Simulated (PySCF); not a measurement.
C₂H₄ClNOSi, SMILES O[Si@@]1(Cl)C=NC1.

The structure is a stationary point at B3LYP-D3(BJ)/def2-SVP. The structure was generated by enumeration; whether it is a known compound was not checked. Other conformers were not sampled.

Two levels are set side by side: PBE/def2-TZVP (PySCF) and M06-2X/def2-TZVP (PySCF). Same geometry, gas phase. Differences are taken from unrounded values.

| quantity | M06-2X |
|---|---|
| orbital gap (eV) | 8.45 |
| highest occupied level (eV) | -8.63 |
| lowest empty level (eV) | -0.18 |
| dipole moment (D) | 1.82 |
| mean polarisability (bohr³) | 65.1 |

Problem. What does PBE give, and how far is it from M06-2X? (Estimate from the structure and the level; the computed values follow.)

Solution. 
```tsv
quantity	PBE	PBE minus M06-2X
orbital gap (eV)	3.69	-4.76
highest occupied level (eV)	-6.00	2.63
lowest empty level (eV)	-2.31	-2.13
dipole moment (D)	1.59	-0.23
mean polarisability (bohr³)	68.8	3.7
```

Without exact exchange PBE keeps part of each electron's self-repulsion, which lifts occupied levels and narrows the gap. Loosely held outer electrons make PBE densities more polarisable. Differences between two approximate levels are no errors against the true value.

Rough cost on one machine, each run with all the roots and properties that it gave: M06-2X against PBE about 3 times.
